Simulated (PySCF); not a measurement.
# How methods differ on the ionisation energy of Pr(30+)

Pr(30+) [Ar] 3d10 4s1 [4s1/2^1, M_J = 1/2] → Pr(31+) [Ar] 3d10, as a difference of total energies. All numbers are calculated (PySCF 2.14, the two-component X2C-1e Hamiltonian, in an even-tempered Gaussian basis (17 s from 2.8 bohr⁻², ratio 2.8; 13 p from 3.6 bohr⁻², ratio 2.8; 8 d from 6.4 bohr⁻², ratio 2.8; 4 f from 15 bohr⁻², ratio 3)). Correlated levels: [Ne] frozen; the 74 highest virtual spinors dropped. "Screened" scales the spin-orbit matrix elements by Boettger's factors to mimic the two-electron term; Breit and QED terms are absent.

| method | ionisation energy (eV) |
| --- | --- |
| GHF (spin-free) | 1160.1 |
| GMP2 (spin-free) | 1161.3 |
| GHF (screened spin-orbit) | 1160.1 |
| GMP2 (screened spin-orbit) | 1161.2 |

Breit and QED terms and the two-electron picture change are absent.

For comparison: 1169.9 ± 0.6 eV (semi-empirical (NIST evaluation); NIST Atomic Spectra Database, ionization energies).
